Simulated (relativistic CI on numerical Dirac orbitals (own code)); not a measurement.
# Hyperfine structure of Zn⁴⁺, mass number 67

Computed by Dirac-Coulomb-Breit CI, KLI orbitals optimised for each configuration, model QED (radiative potential, 1s self-energy scaled to tabulated hydrogen-like ionisation energies), valence Slater integrals scaled by 0.85, P86 correlation energy added to each configuration (own radial code, finite nucleus).

Configurations in the expansion (outside the closed core [Ne]): 3s²3p⁶3d⁸, 3s²3p⁶3d⁷4s, 3s²3p⁶3d⁷4p, 3s²3p⁵3d⁹, 3s²3p⁶3d⁷4d, 3s²3p⁶3d⁷5s, 3s²3p⁶3d⁷5p, 3s²3p⁶3d⁶4s², 3s²3p⁶3d⁷4f, 3s²3p⁶3d⁷5d, 3s²3p⁶3d⁶4s4p, 3s²3p⁶3d⁷5f, 3s²3p⁶3d⁷5g, 3s²3p⁴3d¹⁰, 3s3p⁶3d⁹, 3s²3p⁶3d⁶4p². Levels of other configurations are missing.

Nuclear spin I = 5/2, μ = 0.87485 μN, Q = 0.122 b (tables of Stone and Pyykkö). The electronic factors are computed for point nuclear moments, without core polarisation; leaving it out makes A of s and p electrons in near-neutral atoms 20 to 40 % too small, and it can dominate for d and f shells.

| Level | E (eV) | A (MHz) | B (MHz) |
| --- | --- | --- | --- |
| 3s²3p⁶3d⁸ ³F4 | 0.0000 | 262.3 | -89 |
| 3s²3p⁶3d⁸ ³F3 | 0.2986 | 355.7 | -65.7 |
| 3s²3p⁶3d⁸ ³F2 | 0.4858 | 510.7 | -57.1 |
| 3s²3p⁶3d⁸ ¹D2 | 2.0633 | 349.9 | 76.9 |
| 3s²3p⁶3d⁸ ³P2 | 2.6217 | 290.2 | 123 |
| 3s²3p⁶3d⁸ ³P1 | 2.6885 | -6.325 | -63.6 |
| 3s²3p⁶3d⁸ ¹G4 | 3.6159 | 381.1 | -362 |
| 3s²3p⁶3d⁷4s ⁵F5 | 24.8152 | 773.9 | 97.4 |

Levels with J = 0, under 50 % of one LS term, or S terms without an open s electron are left out. Small factors come from cancelling terms and can be off by tens of per cent or more.

At this charge configurations can still be misplaced by up to about 7 % of their energy. 58 of the 63 excited levels that our extract of the measured tables holds in this range could be paired (the sources list more); they are missed by 933 cm⁻¹ on average and 7405 at most, and levels without a partner can miss by more.

(1) Give the hyperfine levels of 3s²3p⁶3d⁸ ³F4 relative to its centre of gravity.

Answers

(1) With K = F(F + 1) − I(I + 1) − J(J + 1), E = AK/2 + B[¾K(K + 1) − I(I + 1)J(J + 1)]/[2I(2I − 1)J(2J − 1)]: F = 3/2: -3322, F = 5/2: -2640, F = 7/2: -1696, F = 9/2: -498.2, F = 11/2: 939.2, F = 13/2: 2601 MHz.

LS names give the leading component of a level, which can be under half, so a name can repeat, a term be missing and a line seem to break the LS rules.
